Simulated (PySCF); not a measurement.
Ionisation energy of Se¹²⁺ by level of theory

Se¹²⁺ [Ar] 3d4 [3d3/2^4, M_J = 0] → Se¹³⁺ [Ar] 3d3 [3d3/2^3, M_J = 3/2], as a difference of total energies. All numbers are calculated (PySCF 2.14, the two-component X2C-1e Hamiltonian, in an uncontracted even-tempered set (17 s from 0.88 bohr⁻², ratio 2.8; 12 p from 1.1 bohr⁻², ratio 2.8; 8 d from 1.1 bohr⁻², ratio 2.8; 4 f from 4.5 bohr⁻², ratio 3)). Correlated levels: [Ne] frozen; the 70 highest virtual spinors dropped. "Screened" scales the spin-orbit matrix elements by Boettger's factors to mimic the two-electron term; Breit and QED terms are absent.

```csv
method,ionisation energy (eV)
GHF (spin-free),383.52
GMP2 (spin-free),384.10
GHF (screened spin-orbit),383.23
GMP2 (screened spin-orbit),383.82
```

Question: How much does correlation contribute at GMP2 (screened spin-orbit)?

Answer: 383.82 − (383.23) = 0.59 eV, measured against GHF (screened spin-orbit).

The spin-free rows relax to the high-spin LS determinant and lack the spin-orbit shift.

The labels give the starting determinants; with spin-orbit coupling the two ends relaxed to ⟨J²⟩ = 3.57, ⟨L²⟩ = 5.93, ⟨S²⟩ = 5.93 and ⟨J²⟩ = 6.21, ⟨L²⟩ = 11.91, ⟨S²⟩ = 3.70.

The determinant of Se¹²⁺ and of Se¹³⁺ mixes levels of different J (the jj label is only the starting occupation), so the difference between spin-free and spin-orbit rows is not the physical spin-orbit shift.

For comparison: 383 ± 3 eV (theoretical estimate listed by NIST; NIST Atomic Spectra Database, ionization energies).
